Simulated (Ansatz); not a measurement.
Molecule: C4H3OSe (charge 0, doublet). It need not be the lowest isomer of its formula. SMILES: Oc1[c][se]cc1
Coordinates optimised at B3LYP-D3(BJ)/def2-TZVP (Ansatz, a program for electronic structure):
```
C
C 1 1.3560
O 1 1.3607 2 127.57
H 3 0.9647 1 109.04 2 0.33
C 1 1.4355 2 112.94 3 -179.29
C 5 1.3563 1 114.89 2 -6.52
H 6 1.0781 5 127.20 1 175.55
H 5 1.0820 6 123.72 7 -4.42
Se 2 1.8620 1 114.00 3 -172.19
```
Charge 0, spin multiplicity 2.

Quantity: atomisation energy (electronic, to ground-state atoms), in eV. Valence correlation only, unless marked. Open shells are spin-unrestricted. Spin-orbit coupling is left out. Frozen are the shells of the preceding noble gas and the d and f shells that filled before the atom's block. Non-relativistic. The coupled-cluster limit lacks core correlation, which all-electron functionals hold. Basis-set limits of correlation are two-point, X^-3; Hartree-Fock from the larger set.

```
level                            program  atomisation energy (eV)
------------------------  --------------  -----------------------
HF/6-31G*                         Ansatz                    26.71
SVWN5/def2-TZVPD                  Ansatz                    47.65
r2SCAN-D3(BJ)/def2-TZVPD  Ansatz + dftd3                    40.39
B97M-V/def2-TZVPD                 Ansatz                    39.95
```

### Question
Estimate the value at CCSD(T)/CBS(cc-pVTZ,cc-pVQZ) as computed with Ansatz.

### Answer
39.58 eV, so B97M-V/def2-TZVPD differs from it by 0.37 eV.
